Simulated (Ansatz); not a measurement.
Z-matrix (Å, degrees):
```
C
O 1 1.1787
O 1 1.3159 2 130.95
H 3 0.9755 1 109.31 2 0.00
```
Charge 0, spin multiplicity 2.

These are frozen-core CCSD(T)/def2-TZVPP // PBE0-D4/def2-TZVP (Ansatz, a first-principles code) values and carry that method's errors.

```json
{
  "HF energy": "-188.21532 Ha",
  "MP2 correlation energy": "-0.59489 Ha"
}
```

Problem. Estimate the CCSD correlation energy, the (T) correction, the total energy and the T1 diagnostic.

Solution. 
```
Property                        Result
-----------------------  -------------
CCSD correlation energy    -0.59911 Ha
(T) correction             -0.02590 Ha
CCSD(T) total energy     -188.84033 Ha
T1 diagnostic                    0.022
```
